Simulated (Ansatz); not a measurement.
C2H4OSi, SMILES `C=C[Si]O` (lower singlet; C–C–Si–O torsion 180°, C–Si–O–H torsion 0°) (charge 0, multiplicity 1). This singlet lies 1.73 eV below the relaxed triplet at the level B3LYP/cc-pVTZ // PBE0-D3(BJ)/def2-TZVP (Ansatz, a quantum-chemistry and plane-wave program).

Z-matrix (Å, degrees):
```
C
C 1 1.3359
H 2 1.0872 1 123.56
H 2 1.0893 3 115.76 1 -179.99
H 1 1.0924 2 118.09 3 0.00
Si 1 1.8866 5 125.42 2 179.96
O 6 1.6559 1 102.08 5 -0.12
H 7 0.9613 6 119.26 1 -0.01
```
Charge 0, multiplicity 1.

Frozen-core energies in 6-31g from Ansatz at a geometry from PBE0-D3(BJ)/def2-TZVP; the HF reference has <S^2> = 0.00 (restricted, and unstable towards unrestricted orbitals) and the T1 diagnostic is 0.016.

```tsv
level	energy (Ha)
HF	-441.72870
MP2	-442.07176
CCSD	-442.10359
CCSD(T)	-442.11387
```

### Question
Estimate the energies of CCSDT and CCSDT(Q), and give each level's difference from CCSDT(Q).

### Answer

```csv
level,energy (Ha),difference from CCSDT(Q) (mHa)
MP2,-442.07176,43.93
CCSD,-442.10359,12.09
CCSD(T),-442.11387,1.82
CCSDT,-442.11449,1.19
CCSDT(Q),-442.11568,0.00
```
